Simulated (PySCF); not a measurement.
C₄H₉O, SMILES [CH2]C(C)(C)O, multiplicity 2. Atoms are numbered in the order given.

```xyz
14

C      0.6088     1.1581     0.7972
C      0.0075     0.0407     0.0044
C     -1.1841    -0.5727     0.7413
C      1.0575    -1.0285    -0.2992
O     -0.4042     0.5215    -1.2684
H      1.2751     1.8603     0.2885
H      0.5492     1.1837     1.8881
H     -0.8828    -1.0000     1.7099
H     -1.6324    -1.3685     0.1289
H     -1.9549     0.1905     0.9354
H      0.6107    -1.8137    -0.9289
H      1.8979    -0.5831    -0.8505
H      1.4387    -1.4852     0.6252
H     -1.0057     1.2581    -1.1117
```
Charge 0, spin multiplicity 2.

Coordinates come from a PBE0-D3(BJ)/def2-SVP optimisation. The isomer is the one that the SMILES or the coordinates give; other isomers of the formula were not compared. One conformer was computed; it need not be the lowest.

Two levels are set side by side: PBE/pcH-1 (PySCF) and B3LYP/pcH-1 (PySCF). Contact hyperfine couplings, same geometry. Differences are taken from unrounded values.

| quantity | B3LYP | PBE | PBE minus B3LYP |
|---|---|---|---|
| A(iso) of 13C, atom C1 (MHz) | 103.2 | 89.1 | -14.1 |
| A(iso) of 13C, atom C2 (MHz) | -30.2 | -28.1 | 2.1 |
| A(iso) of 13C, atom C3 (MHz) | 17.3 | 18.2 | 0.9 |
| A(iso) of 13C, atom C4 (MHz) | 55.4 | 53.5 | -1.9 |
| A(iso) of 17O, atom O5 (MHz) | -9.8 | -9.7 | 0.1 |
| A(iso) of 1H, atom H6 (MHz) | -59.1 | -55.9 | 3.1 |
| A(iso) of 1H, atom H7 (MHz) | -62.7 | -59.3 | 3.4 |
| A(iso) of 1H, atom H8 (MHz) | -0.2 | 0.1 | 0.3 |
| A(iso) of 1H, atom H9 (MHz) | -0.2 | -0.2 | 0.0 |
| A(iso) of 1H, atom H10 (MHz) | -0.6 | -0.6 | 0.0 |
| A(iso) of 1H, atom H11 (MHz) | 32.6 | 33.8 | 1.3 |
| A(iso) of 1H, atom H12 (MHz) | -1.9 | -2.0 | -0.1 |
| A(iso) of 1H, atom H13 (MHz) | 1.2 | 1.2 | 0.0 |
| A(iso) of 1H, atom H14 (MHz) | -3.3 | -2.7 | 0.7 |

Rough cost on one machine, each run with all the roots and properties that it gave: B3LYP against PBE within a factor of 2.
